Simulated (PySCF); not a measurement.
C2H2N, doublet, geometry from GFN2-xTB; SCAN/6-31G* (PySCF).

The PySCF input:
```python
from pyscf import gto, scf, dft

mol = gto.M(
    atom='''
C     0.00333613   -0.16861170   -1.16204150
C    -0.00051194    0.02587429    0.17832093
N    -0.00381510    0.19281948    1.32887713
H     0.93232340   -0.24906440   -1.69689616
H    -0.92256280   -0.24424744   -1.70292033
''',
    basis='6-31g*',
    spin=1,
    verbose=4,
)

mf = dft.UKS(mol)
mf.xc = 'scan'
mf.grids.prune = dft.gen_grid.treutler_prune
mf.kernel()
```

Output, abridged:

```
PySCF version 2.14.0

[INPUT] verbose = 4
[INPUT] num. atoms = 5
[INPUT] num. electrons = 21
[INPUT] charge = 0
[INPUT] spin (= nelec alpha-beta = 2S) = 1
[INPUT] symmetry False subgroup None
[INPUT] Mole.unit = angstrom
[INPUT] Symbol           X                Y                Z      unit          X                Y                Z       unit  Magmom
[INPUT]  1 C      0.003336130000  -0.168611700000  -1.162041500000 AA    0.006304372016  -0.318629934397  -2.195940180379 Bohr   0.0
[INPUT]  2 C     -0.000511940000   0.025874290000   0.178320930000 AA   -0.000967426392   0.048895321768   0.336977719978 Bohr   0.0
[INPUT]  3 N     -0.003815100000   0.192819480000   1.328877130000 AA   -0.007209494138   0.364376008681   2.511213828898 Bohr   0.0
[INPUT]  4 H      0.932323400000  -0.249064400000  -1.696896160000 AA    1.761835885523  -0.470663503379  -3.206669004226 Bohr   0.0
[INPUT]  5 H     -0.922562800000  -0.244247440000  -1.702920330000 AA   -1.743391024712  -0.461560768226  -3.218053035654 Bohr   0.0

nuclear repulsion = 53.5277495189461
number of shells = 22
number of NR pGTOs = 89
number of NR cGTOs = 46
basis = 6-31g*
ecp = {}

******** <class 'pyscf.dft.uks.UKS'> ********
method = UKS
initial guess = minao
damping factor = 0
level_shift factor = 0
DIIS = <class 'pyscf.scf.diis.CDIIS'>
diis_start_cycle = 1
diis_space = 8
diis_damp = 0
SCF conv_tol = 1e-09
SCF conv_tol_grad = None
SCF max_cycles = 50
direct_scf = True
direct_scf_tol = 1e-13
number electrons alpha = 11  beta = 10
XC library pyscf.dft.libxc version 7.1.2
    S. Lehtola, C. Steigemann, M. J. T. Oliveira, and M. A. L. Marques,  SoftwareX 7, 1–5 (2018)
XC functionals = scan
    J. Sun, A. Ruzsinszky, and J. P. Perdew,  Phys. Rev. Lett. 115, 036402 (2015)
    J. Sun, A. Ruzsinszky, and J. P. Perdew,  Phys. Rev. Lett. 115, 036402 (2015)
radial grids:
    Treutler-Ahlrichs [JCP 102, 346 (1995); DOI:10.1063/1.469408] (M4) radial grids

becke partition: Becke, JCP 88, 2547 (1988); DOI:10.1063/1.454033
pruning grids: <function treutler_prune>
grids dens level: 3
symmetrized grids: False
atomic radii adjust function: <function treutler_atomic_radii_adjust>
small_rho_cutoff = 0
Set gradient conv threshold to 3.16228e-05
tot grids = 53728
init E= -132.276244735641

cycle= 1 E= -131.996027962623  delta_E= 0.28  |g|= 0.235  |ddm|= 1.76
cycle= 2 E= -131.847156024644  delta_E= 0.149  |g|= 0.589  |ddm|= 0.849
cycle= 3 E= -132.025401556672  delta_E= -0.178  |g|= 0.0885  |ddm|= 0.584
cycle= 4 E= -132.029692778061  delta_E= -0.00429  |g|= 0.0201  |ddm|= 0.0921
cycle= 5 E= -132.030164714347  delta_E= -0.000472  |g|= 0.00556  |ddm|= 0.0343
cycle= 6 E= -132.030228446517  delta_E= -6.37e-05  |g|= 0.00201  |ddm|= 0.0152
cycle= 7 E= -132.030232404878  delta_E= -3.96e-06  |g|= 0.00147  |ddm|= 0.00413
cycle= 8 E= -132.030234012834  delta_E= -1.61e-06  |g|= 0.00049  |ddm|= 0.00181
cycle= 9 E= -132.030234467812  delta_E= -4.55e-07  |g|= 0.000201  |ddm|= 0.00121
cycle= 10 E= -132.03023461395  delta_E= -1.46e-07  |g|= 8.46e-05  |ddm|= 0.00084
cycle= 11 E= -132.030234635524  delta_E= -2.16e-08  |g|= 5.01e-05  |ddm|= 0.000366
cycle= 12 E= -132.030234637574  delta_E= -2.05e-09  |g|= 3.12e-05  |ddm|= 0.00011
cycle= 13 E= -132.030234638083  delta_E= -5.09e-10  |g|= 6.93e-06  |ddm|= 3.77e-05
Extra cycle  E= -132.030234637977  delta_E= 1.07e-10  |g|= 1.69e-05  |ddm|= 1.76e-05
converged SCF energy = -132.030234637977  <S^2> = 0.7797691  2S+1 = 2.0295508
```
